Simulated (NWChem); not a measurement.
System: hydrogen bromide (HBr); SMILES Br

Here is an NWChem input.

```
start job
memory heap 200 mb stack 900 mb global 1100 mb
geometry units angstroms noautosym nocenter noautoz
  Br     0.000000     0.000000     0.049320
  H      0.000000     0.000000    -1.373047
end
basis spherical
  Br library pcsseg-1
  H library pcsseg-1
end
dft
  xc xpbe96 cpbe96
  iterations 150
end
property
  shielding
  efieldgrad
end
task dft property
```

Output (shortened):

```
             Northwest Computational Chemistry Package (NWChem) 7.3.0
             --------------------------------------------------------

                             Geometry "geometry" -> ""
                             -------------------------

 Output coordinates in angstroms (scale by  1.889725989 to convert to a.u.)

  No.       Tag          Charge          X              Y              Z
 ---- ---------------- ---------- -------------- -------------- --------------
    1 Br                  35.0000     0.00000000     0.00000000     0.04932000
    2 H                    1.0000     0.00000000     0.00000000    -1.37304700

 Effective nuclear repulsion energy (a.u.)      13.0213958247

  pbe96 is a nonlocal functional; adding pw91lda local functional.
                              NWChem Property Module
                              ----------------------

  itol2e modified to match energy
  convergence criterion.

                                 NWChem DFT Module
                                 -----------------

 Summary of "ao basis" -> "ao basis" (spherical)
 ------------------------------------------------------------------------------
       Tag                 Description            Shells   Functions and Types
 ---------------- ------------------------------  ------  ---------------------
 Br                         pcsseg-1                15       41   5s7p3d
 H                          pcsseg-1                 3        5   2s1p

  itol2e modified to match energy
  convergence criterion.

            General Information
            -------------------
          SCF calculation type: DFT
          Wavefunction type:  closed shell.
          No. of atoms     :     2
          No. of electrons :    36
           Alpha electrons :    18
            Beta electrons :    18
          Charge           :     0
          Spin multiplicity:     1
          Use of symmetry is: off; symmetry adaption is: off
          Maximum number of iterations: 150
          AO basis - number of functions:    46
                     number of shells:    18
          Convergence on energy requested:  1.00D-07
          Convergence on density requested:  1.00D-05
          Convergence on gradient requested:  5.00D-04

              XC Information
              --------------
          PerdewBurkeErnzerhof Exchange Functional  1.000
            Perdew 1991 LDA Correlation Functional  1.000 local
           PerdewBurkeErnz. Correlation Functional  1.000 non-local

             Grid Information
             ----------------
          Grid used for XC integration:  fine
          Radial quadrature: Mura-Knowles
          Angular quadrature: Lebedev.
          Tag              B.-S. Rad. Rad. Pts. Rad. Cut. Ang. Pts.
          ---              ---------- --------- --------- ---------
          Br                  1.15      140           7.0       974
          H                   0.35       60           7.0       590
          Grid pruning is: on
          Number of quadrature shells:   200
          Spatial weights used:  Erf1

      Superposition of Atomic Density Guess
      -------------------------------------

 Sum of atomic energies:       -2572.60106062

      Non-variational initial energy
      ------------------------------

 Total energy =   -2572.672497
 1-e energy   =   -3608.352840
 2-e energy   =    1022.658947
 HOMO         =      -0.403427
 LUMO         =       0.062183

[...]

          -----------------------------------------
          Chemical Shielding Tensors (GIAO, in ppm)
          -----------------------------------------

                                NWChem CPHF Module
                                ------------------

  scftype          =     RHF
  nclosed          =       18
  nopen            =        0
  variables        =      504
  # of vectors     =        3
  tolerance        = 0.10D-03
  level shift      = 0.00D+00
  max iterations   =       50
  max subspace     =       30

 SCF residual:    5.3085845337388106E-005

Iterative solution of linear equations
  No. of variables      504
  No. of equations        3
  Maximum subspace       30
        Iterations       50
       Convergence  1.0D-04

   iter   nsub   residual    time
   ----  ------  --------  ---------
     1      3    5.24D-06      10.4

      Atom:    1  Br
        Diamagnetic
   3119.0607      0.0000      0.0000
      0.0000   3119.0607     -0.0000
      0.0000     -0.0000   3126.2453

        Paramagnetic
   -855.2277     -0.0000      0.0000
     -0.0000   -855.2277     -0.0000
      0.0000     -0.0000     -0.0000

        Total Shielding Tensor
   2263.8330     -0.0000      0.0000
     -0.0000   2263.8330     -0.0000
      0.0000     -0.0000   3126.2453

           isotropic =    2551.3038
          anisotropy =     862.4122

          Principal Components and Axis System
                 1           2           3
             3126.2453   2263.8330   2263.8330

      1         0.0000     -0.6674      0.7447
      2        -0.0000      0.7447      0.6674
      3         1.0000      0.0000      0.0000

      Atom:    2  H
        Diamagnetic
     18.5482     -0.0000      0.0000
     -0.0000     18.5482     -0.0000
      0.0000     -0.0000     48.3849

        Paramagnetic
      4.2403     -0.0000     -0.0000
     -0.0000      4.2403      0.0000
     -0.0000      0.0000     -0.0000

        Total Shielding Tensor
     22.7885     -0.0000     -0.0000
     -0.0000     22.7885      0.0000
     -0.0000      0.0000     48.3849

           isotropic =      31.3206
          anisotropy =      25.5965

          Principal Components and Axis System
                 1           2           3
               48.3849     22.7885     22.7885

      1        -0.0000     -0.6853      0.7283
      2         0.0000      0.7283      0.6853
      3         1.0000     -0.0000     -0.0000
```

Level: PBE/pcSseg-1, GIAO. Coordinates come from a PBE0/def2-SVP optimisation. NWChem prints the field gradient with the sign opposite to the second derivative of the potential. The printed shielding anisotropy is the first printed principal value minus the mean of the other two.
